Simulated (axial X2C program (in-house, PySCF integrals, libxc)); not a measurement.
Potential curves of BeS, two-component

All values were computed with an in-house relativistic program for diatomic molecules. Two-component (2c) means X2C with spin–orbit coupling and atomic mean-field two-electron Coulomb and Gaunt terms. Basis: S dyall-av3z [9s8p3d2f], Be dyall-cv3z [8s8p3d1f] (cores contracted in-house); Gaussian nuclei, density fitting, unrestricted open shells. Masses: S 31.972 u, Be 9.012 u.

State: Ω = 0 (closed shell). Energies in kJ/mol from the fragments at the same level (S + Be). Fits are polynomials in 1 − R0/R over 0.85 to 1.23 times the lowest point R0.

```json
{"R (Å)": "1.5138", "r2SCAN0": "-240.28", "MP2": "-230.43"}
{"R (Å)": "1.5834", "r2SCAN0": "-293.88", "MP2": "-288.68"}
{"R (Å)": "1.6356", "r2SCAN0": "-317.23", "MP2": "-315.45"}
{"R (Å)": "1.6878", "r2SCAN0": "-329.27", "MP2": "-330.81"}
{"R (Å)": "1.7400", "r2SCAN0": "-332.25", "MP2": "-337.04"}
{"R (Å)": "1.8009", "r2SCAN0": "-326.83", "MP2": "-335.21"}
{"R (Å)": "1.8618", "r2SCAN0": "-314.15", "MP2": "-325.82"}
{"R (Å)": "1.9401", "r2SCAN0": "-290.31", "MP2": "-305.47"}
{"R (Å)": "2.0358", "r2SCAN0": "-253.99", "MP2": "-271.48"}
{"R (Å)": "2.1750", "r2SCAN0": "-195.15", "MP2": "-210.17"}
```

Correlated methods: 8 electrons correlated (number of frozen shells: S 2 s, 1 p; Be 1 s), 176 virtual spin orbitals or spinors in MP2.

The state is one determinant whose occupation by symmetry is held fixed; it was picked as the lowest of a PBE0 search that is not exhaustive. The closed shell is kept restricted, so the energy runs too high when the bond is stretched far. Dissociation energies refer to the lowest single-determinant-based atoms at the same level and basis. In 2c an atomic determinant is not the ground J level, so De misses part of the atomic spin–orbit lowering. This holds for r2SCAN0. The functionals have no current-density term, which raises determinants with orbital currents, atoms included. MP2 and coupled cluster on one determinant become unreliable at the stretched end.

(1) Fit the r2SCAN0 curve near its minimum: give the equilibrium distance, the harmonic wavenumber and the well depth.

(2) Fit the MP2 curve near its minimum: give the equilibrium distance, the harmonic wavenumber and the well depth.

Answers

(1) At r2SCAN0, 2c: Re = 1.734 Å, ωe ≈ 1040 cm⁻¹, De = 3.44 eV to S + Be; Be follows as 0.798 cm⁻¹.

(2) At MP2, 2c: Re = 1.757 Å, ωe ≈ 994 cm⁻¹, De = 3.50 eV to S + Be; Be follows as 0.777 cm⁻¹.
